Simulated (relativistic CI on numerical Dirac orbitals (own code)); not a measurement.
## d3 in a ligand field

Computed with a parametric ligand-field model of a d^n configuration (Racah B and C, spin-orbit zeta, crystal field), exact diagonalisation.

Field parameters in Wybourne normalisation: Oh B⁴₀ = 21Dq, B⁴₄ = √(5/14) B⁴₀; Td as Oh with Dq negative (B⁴₀ = 21Dq, B⁴₄ = √(5/14) B⁴₀). The field is a parameter set, without covalency.

Question: Ground term and bands for B = 660, C = 3310, ζ = 0 cm⁻¹, Td, 10Dq = -11350 cm⁻¹?

Answer: Ground term 4T1 with 1.95 electrons in the two orbitals of the cubic e set. Spin-allowed: 4T2 10234 cm⁻¹ (977 nm), 4T1 19018 cm⁻¹ (526 nm), 4A2 21584 cm⁻¹ (463 nm). Lowest spin-forbidden: 2E 3762 cm⁻¹ (2658 nm), 2T1 13258 cm⁻¹ (754 nm), 2T2 13835 cm⁻¹ (723 nm).

Question: Ground term and bands for B = 920, C = 4740, ζ = 0 cm⁻¹, Oh, 10Dq = 33850 cm⁻¹?

Answer: Ground term 4A2 with 0.00 electrons in the two orbitals of the cubic e set. Spin-allowed: 4T2 33850 cm⁻¹ (295 nm), 4T1 43749 cm⁻¹ (229 nm), 4T1 71601 cm⁻¹ (140 nm). Lowest spin-forbidden: 2E 21299 cm⁻¹ (469 nm), 2T1 22005 cm⁻¹ (454 nm), 2T2 32964 cm⁻¹ (303 nm). With an A2 ground term the first spin-allowed band lies at |10Dq| itself.

Question: Ground term and bands for B = 1010, C = 4080, ζ = 0 cm⁻¹, Oh, 10Dq = 3050 cm⁻¹?

Answer: Ground term 4A2 with 0.00 electrons in the two orbitals of the cubic e set. Spin-allowed: 4T2 3050 cm⁻¹ (3279 nm), 4T1 5379 cm⁻¹ (1859 nm), 4T1 18921 cm⁻¹ (529 nm). Lowest spin-forbidden: 2E 18045 cm⁻¹ (554 nm), 2T1 18512 cm⁻¹ (540 nm), 2A1 19330 cm⁻¹ (517 nm). With an A2 ground term the first spin-allowed band lies at |10Dq| itself.

Question: A d3 ion in Td symmetry has the ground term 4T1 and bands at 2E 3527 cm⁻¹ (2835 nm), 4T2 9242 cm⁻¹ (1082 nm), 2T1 12184 cm⁻¹ (821 nm), 2T2 12662 cm⁻¹ (790 nm), 4T1 17935 cm⁻¹ (558 nm), 4A2 19542 cm⁻¹ (512 nm). Which parameters reproduce them?

Answer: B = 650, C = 2960, ζ = 0 cm⁻¹, Td, 10Dq = -10300 cm⁻¹.

Question: A d3 ion in Oh symmetry has the ground term 4A2 and bands at 2E 8008 cm⁻¹ (1249 nm), 2T1 8171 cm⁻¹ (1224 nm), 2T2 13069 cm⁻¹ (765 nm), 4T2 34450 cm⁻¹ (290 nm), 4T1 38510 cm⁻¹ (260 nm), 4T1 70090 cm⁻¹ (143 nm). Which parameters reproduce them?

Answer: B = 350, C = 1700, ζ = 0 cm⁻¹, Oh, 10Dq = 34450 cm⁻¹.
